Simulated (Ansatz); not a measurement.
Born–Oppenheimer molecular dynamics of AlClF₂H₂S (7 atoms, charge 0, multiplicity 1). It starts at the highest image of a converged band, a first-order saddle point between two minima.

All numbers below come from RHF/def2-SVP in Ansatz 0.2.0.

```
ensemble                      : NVE (velocity Verlet)
time step                     : 0.5 fs
steps asked                   : 200
starting velocities drawn for : 100 K
seed                          : 12009
```

First frame:

```xyz
7
Properties=species:S:1:pos:R:3
Al 0.080 -0.389 -0.056
Cl -0.117 -0.017 2.250
F 1.453 0.344 -0.577
F -1.374 -0.081 -0.758
S 0.338 -2.592 0.562
H -0.946 -2.932 0.398
H 0.087 -1.456 1.902
```

How far do the bonds stretch over the last three quarters of this one trajectory? (Pairs bonded in most of those frames.)


```tsv
bond	mean (Å)	spread (Å)	shortest	longest
Al1–F3	1.644	0.016	1.62	1.68
Al1–F4	1.646	0.020	1.61	1.68
Al1–S5	2.197	0.040	2.15	2.26
Cl2–H7	1.280	0.030	1.24	1.33
S5–H6	1.338	0.006	1.33	1.35
```

Mean temperature of the second half: 616 K. The conserved energy stayed within 0.068 meV per atom of its start (net change -0.042 meV per atom), so the integration is sound. The kinetic energy rose, since the run started high on the potential surface and went downhill. It ends in pieces (AlF2HS + ClH), so much of that is their flight and rotation, not heat. A run of 0.1 ps of so small a system gives no equilibrium averages. The orbitals stay closed-shell, which can raise the energy where a bond breaks towards radicals; this wasn't checked here.

Time of the run: 5.5 min on 1 thread of Arm Neoverse V1 (shared host), peak memory 0.17 GiB.
